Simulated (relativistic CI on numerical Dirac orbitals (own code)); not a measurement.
What each ingredient does to the levels of Pt45+

Base calculation: Dirac-Coulomb-Breit CI, separate exchange-only KLI orbitals for each configuration, QED by a radiative potential, unscaled Slater integrals.

Configuration list (outside the closed core [Ar] 3d10): 4s2 4p3, 4s 4p4, 4s2 4p2 4d, 4p5, 4s 4p3 4d, 4s2 4p2 4f, 4s 4p3 4f, 4p4 4d, 4s 4p2 4d2, 4s2 4p 4d 4f, 4p4 4f, 4p3 4d 4f, 4s 4p2 4f2, 4s2 4p2 5s, 4p4 5s, 4s2 4p2 5p, 4s 4p2 4d 5s, 4s2 4p 4f 5s, 4s 4p3 5s, 4s2 4p2 5d, 4s 4p3 5p, 4s2 4p2 5f, 4s2 4p2 5g, 4s 4p3 5d, 4p3 4f 5s, 4s 4p3 5f, 4s2 4p2 6s, 4s2 4p 4d2, 4s2 4d3, 4s 4p 4d3, 4s2 4d2 4f, 4s 4p 4d2 4f, 4s2 4d2 5s, 4p3 4d2, 4p2 4d3, 4p2 4d2 4f, 4p2 4d2 5s, 4s2 4p 4f2, 4s2 4d 4f2, 4s 4p 4d 4f2, 4s2 4f3, 4s 4p 4f3, 4s2 4f2 5s, 4p3 4f2, 4p2 4d 4f2, 4p2 4f3, 4p2 4f2 5s, 4s 4p2 4d 4f, 4s 4p 4d 4f 5s, 4s2 4p 4d 5s, 4s 4p 4d2 5s, 4s2 4d 4f 5s, 4s2 4d 5s2, 4p3 4d 5s, 4p2 4d 4f 5s, 4p2 4d 5s2, 4s 4p2 4f 5s, 4s 4p 4f2 5s, 4s 4p 4f 5s2, 4s2 4p 5s2, 4s 4p 4d 5s2, 4s2 4f 5s2. Double excitations out of closed p, d and f shells are left out; levels of such configurations are missing from the list, as are those of other unlisted configurations, and high levels can miss mixing partners. These lack a partner that the ground configuration has and come out too high: 4s2 4p2 5p, 4s2 4p2 5d, 4s 4p3 5p, 4s2 4p2 5f, 4s2 4p2 5g.

Variants: (1) valence Slater integrals scaled by 0.9; (2) QED terms removed; (3) Breit term removed. Shifts of the energy above 4s2 4p3 2P°_3/2, in eV, for the lowest level and the first level of each name with at least 55 % of one term (blank where a level changes its place among those of its configuration and J or its character, or is not in the variant):

```json
{"Level": "4s2 4p3 2P°_3/2", "Base": "0.000", "Δ(1)": "0.000", "Δ(2)": "0.000", "Δ(3)": "0.000"}
{"Level": "4s2 4p3 2D°_5/2", "Base": "125.547", "Δ(1)": "+0.182", "Δ(2)": "-0.113", "Δ(3)": "+1.381"}
{"Level": "4s2 4p3 2P°_1/2", "Base": "133.135", "Δ(1)": "-0.530", "Δ(2)": "-0.111", "Δ(3)": "+1.292"}
{"Level": "4s 4p4 4P_5/2", "Base": "229.670", "Δ(1)": "+1.277", "Δ(2)": "+1.324", "Δ(3)": "+0.247"}
{"Level": "4s 4p4 2S_1/2", "Base": "244.921", "Δ(1)": "+0.244", "Δ(2)": "+1.390", "Δ(3)": "+0.134"}
{"Level": "4s2 4p2 4d 4D_1/2", "Base": "287.893", "Δ(1)": "+1.331", "Δ(2)": "+0.199", "Δ(3)": "+1.828"}
{"Level": "4s2 4p2 4d 2G_9/2", "Base": "320.557", "Δ(1)": "+0.703", "Δ(2)": "+0.122", "Δ(3)": "+2.603"}
{"Level": "4s 4p4 4P_3/2", "Base": "357.276", "Δ(1)": "+0.922", "Δ(2)": "+1.158", "Δ(3)": "+1.528"}
{"Level": "4s 4p4 2D_5/2", "Base": "365.872", "Δ(1)": "+0.367", "Δ(2)": "+1.193", "Δ(3)": "+1.615"}
{"Level": "4s2 4p2 4d 4F_9/2", "Base": "443.122", "Δ(1)": "+1.169", "Δ(2)": "+0.019", "Δ(3)": "+3.859"}
```

At this charge energies of transitions that change n are usually good to better than 1 %, and those within a shell (Δn = 0) to a few per cent.

Ionisation energy from the two ground configurations alone: base 2349.53 eV; Breit term removed 2351.62 eV. The NIST ASD value (theoretical) is 2350 eV.

LS names give the leading component of a level, which can be under half, so a name can repeat, a term be missing and a line seem to break the LS rules.
